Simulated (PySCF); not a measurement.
Correlation energy of I⁺ (iodine, charge +1)

[Kr] 4d10 5s2 5p3 5d1, high-spin 5D determinant (an excited configuration). Computed with PySCF 2.14 in aug-cc-pV5Z-PP with ECP28MDF (8s8p6d4f3g2h, 139 functions), with a scalar-relativistic core potential. Frozen: 4s2 4p6 4d10; 6 electrons correlated.

MP2 pair energies summed by pair of shells (mhartree):

```csv
pair,energy,share (%)
5s-5p,-46.03,53.9
5p-5p,-12.43,14.6
5p-5d,-9.25,10.8
5s-5d,-8.83,10.3
5s-5s,-8.83,10.3
```

Total MP2 correlation energy: -85.37 mhartree.

Same-spin part -25.96 and opposite-spin part -59.42 mhartree; SCS-MP2 scales them by 1/3 and 6/5 to -79.95 mhartree.
